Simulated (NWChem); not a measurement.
## Ionisation of C2H5Se2

```
Se
C 1 1.9698
H 2 1.1053 1 110.78
H 2 1.1054 3 110.66 1 122.91
H 2 1.1083 3 109.61 4 120.65
Se 1 2.4006 2 99.22 3 66.64
C 6 1.8429 1 102.90 2 -103.10
H 7 1.0999 6 120.98 1 35.84
H 7 1.1010 8 120.58 6 174.04
```
Charge 0, spin multiplicity 2.

Program: NWChem. Structure: optimised with UPBE/def2-SVP, with no frequency check, so it may be a saddle point. It is one conformer; others weren't searched.

Basis set: def2-TZVP. The species with one electron less has spin multiplicity 1 and keeps the geometry of the parent. Δ marks differences of total energies (open shells unrestricted). −ε marks an orbital energy of the parent. That orbital need not have the symmetry of the hole or added electron in the Δ rows. That singlet is a closed-shell solution.

The Hamiltonian is non-relativistic. B3LYP has NWChem's definition, with VWN1-RPA local correlation. The structure started from a generated list of species. No SCF solution was tested for a lower state.

Task: Order these methods by the first vertical ionisation energy they give, lowest first: −ε(alpha HOMO) of B3LYP, −ε(alpha HOMO) of PBE, −ε(alpha HOMO) of TPSS, ΔB3LYP, ΔPBE, G0W0@PBE0.

Result: −ε(alpha HOMO) of PBE (4.44 eV), −ε(alpha HOMO) of TPSS (4.55 eV), −ε(alpha HOMO) of B3LYP (5.34 eV), G0W0@PBE0 (7.13 eV), ΔPBE (7.27 eV), ΔB3LYP (7.47 eV)
